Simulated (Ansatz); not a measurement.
C2H5F3OSi, SMILES `FC(F)(F)CO[SiH3]`, relaxed with RKS PBE0-D4/def2-TZVP in Ansatz 0.2.0 from a PBE-D4/def2-SVP geometry. The force threshold is 0.005 eV/Å; the program also tests the step.

The species carries charge 0 and has multiplicity 1.

Start:

```xyz
12

F    -0.478   -2.156   -1.949
C    -0.620   -1.667   -0.693
F    -0.062   -2.548    0.163
F    -1.938   -1.599   -0.418
C     0.047   -0.298   -0.609
O    -0.101    0.208    0.689
Si    0.492    1.714    1.165
H     1.115   -0.436   -0.900
H    -0.433    0.347   -1.383
H     0.115    1.858    2.605
H     1.989    1.768    0.994
H    -0.127    2.810    0.336
```

```
        step  energy (eV)  largest force (eV/Å)  largest move (Å)
           1  -20221.6775                 0.759             0.000
           2  -20221.7314                 0.383             0.034
           3  -20221.7422                 0.067             0.015
           4  -20221.7424                 0.017             0.002
           5  -20221.7425                 0.014             0.005
6 (rejected)  -20221.7424                 0.037             0.004
           7  -20221.7425                 0.004             0.002
```

End:

```xyz
12

F    -0.474   -2.137   -1.925
C    -0.612   -1.646   -0.685
F    -0.063   -2.518    0.162
F    -1.915   -1.582   -0.414
C     0.051   -0.288   -0.608
O    -0.095    0.218    0.681
Si    0.484    1.689    1.153
H     1.103   -0.425   -0.885
H    -0.429    0.348   -1.362
H     0.113    1.834    2.576
H     1.961    1.740    0.978
H    -0.125    2.768    0.329
```

It took 17 s on 4 threads of an AMD EPYC 9R45 on a shared host, with 0.8 GiB of host memory at the peak.
